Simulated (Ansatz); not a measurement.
A run on `C1=CS[SiH2]1` with other settings.

```yaml
crystal:
  periodic: [false, false, false]
  atoms:
    - {symbol: C, position_ang: [-0.565101, 0.720053, -0.116594]}
    - {symbol: C, position_ang: [0.552629, 0.968485, 0.583310]}
    - {symbol: S, position_ang: [1.588374, -0.473404, 0.740356]}
    - {symbol: Si, position_ang: [-0.160049, -1.051228, -0.410091]}
    - {symbol: H, position_ang: [-1.341378, 1.438312, -0.340899]}
    - {symbol: H, position_ang: [0.873051, 1.903059, 1.037766]}
    - {symbol: H, position_ang: [-1.001430, -2.081981, 0.248136]}
    - {symbol: H, position_ang: [0.146005, -1.480497, -1.797784]}
basis:
  gaussian: {orbitals: 6-31G}
total_charge: -1
magnetization: {spin_polarized: false, initial_magnetization: 1}
hamiltonian: {xc: {name: PBE0}}
output: {forces: true}
```

```sh
$ ansatz run in.yaml --threads 2 --pin off --events-out ev --progress --plain --max-ram 4352MiB
```

Shortened log:

```
Functional definition: PBE0
662 factors; integrals over basis functions are off by at most 2.2e-4 eV
mean field evaluation 1: about -20833.8362 eV, gradient 3.0e1 eV
mean field evaluation 2: about -20834.0067 eV, gradient 3.0e1 eV
mean field evaluation 4: about -20836.4457 eV, gradient 1.0e1 eV
mean field evaluation 8: about -20836.8381 eV, gradient 1.7e0 eV
mean field evaluation 16: about -20836.8481 eV, gradient 2.3e-3 eV
mean field -20836.84814244 eV, -765.7400455116 hartree, gradient 4.7e-6 eV, S^2 0.750000; 7 other end points of the search recorded, 0 dependent functions left out
reference -20836.84816851 eV, -765.7400464697 hartree; 24, 23 occupied and 28, 29 virtual orbitals, 662 factors
Total energy: -20836.84816851 eV, -765.7400464697 hartree
Atom 0 at    -0.565101     0.720053    -0.116594 Å, force     0.004685     0.892925     0.264784 eV/Å
Atom 1 at     0.552629     0.968485     0.583310 Å, force     0.117221     1.778145     0.588751 eV/Å
Atom 2 at     1.588374    -0.473404     0.740356 Å, force     4.120352     0.919566     2.581448 eV/Å
Atom 3 at    -0.160049    -1.051228    -0.410091 Å, force    -3.872182    -3.168361    -3.103213 eV/Å
Atom 4 at    -1.341378     1.438312    -0.340899 Å, force    -0.097372    -0.092787    -0.081821 eV/Å
Atom 5 at     0.873051     1.903059     1.037766 Å, force     0.057062     0.062663     0.050296 eV/Å
Atom 6 at    -1.001430    -2.081981     0.248136 Å, force    -0.352401    -0.294476     0.184716 eV/Å
Atom 7 at     0.146005    -1.480497    -1.797784 Å, force     0.022634    -0.097674    -0.484960 eV/Å
Dipole moment:     0.098780     0.600865     0.232038 e Å
```

It took 4.1 s on 2 threads of an Arm Neoverse V2 on a shared host, with 0.15 GiB of host memory at the peak.
